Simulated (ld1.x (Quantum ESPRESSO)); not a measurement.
**Configuration tests for scandium (RRKJ)**

ld1.x (Quantum ESPRESSO) 7.5 input, shortened:

```
&input
   title='Sc', zed=21., rel=0, dft='PBE', iswitch=3,
   config='[Ar] 3d1 4s2 4p0'
 /
 &inputp
   pseudotype=2, tm=.false., lloc=-1, rcloc=1.35,
   nlcc=.false.
 /
3
3S  1  0   2.00   0.00  1.55  1.55  0.0
3P  2  1   6.00   0.00  1.20  1.20  0.0
3D  3  2   1.00   0.00  1.65  1.65  0.0
 &test
   configts(1)='3s2 3p6 3d1 4s2 4p0'
 /
```

Occupied shells without a wave of their own: 4s. They enter only through the test configuration that unscreens the potential.

Energies are relative to the spin-unpolarised reference configuration 3s2 3p6 3d1 4s2 4p0; without spin polarisation the order of configurations can differ from experiment.

| valence configuration | charge | ΔE all-electron (eV) | error AE − PS (meV) |
| --- | --- | --- | --- |
| 3s2 3p6 3d1 4s0 4p0 | +2 | 19.548 | -275 |
| 3s2 3p6 3d0 4s0 4p0 | +3 | 44.564 | -402 |
| 3s1 3p6 3d1 4s2 4p0 | +1 | 61.356 | -20 |
| 3s2 3p6 3d1 4s1.5 4p0 | +0.5 | 2.736 | -43 |
| 3s2 3p6 3d1 4s0 4p1 | +1 | 10.221 | -216 |

Task: What are ΔE and the potential's error for 3s2 3p6 3d1 4s1 4p0?

Result: ΔE = 6.853 eV all-electron; the error (AE − PS) is -101 meV.

Task: What are ΔE and the potential's error for 3s2 3p6 3d1.5 4s1.5 4p0?

Result: ΔE = 0.607 eV all-electron; the error (AE − PS) is -28 meV.

Levels in the configuration 3s2 3p6 3d1 4s0 4p1:

| level | all-electron (eV) | pseudo (eV) |
| --- | --- | --- |
| 3s | -62.595 | -62.772 |
| 3p | -41.757 | -41.931 |
| 3d | -11.131 | -11.271 |
| 4p | -6.906 | -6.958 |

The 4s level has no wave, so the channel is fitted at the deeper level alone: the likely source of the large errors.
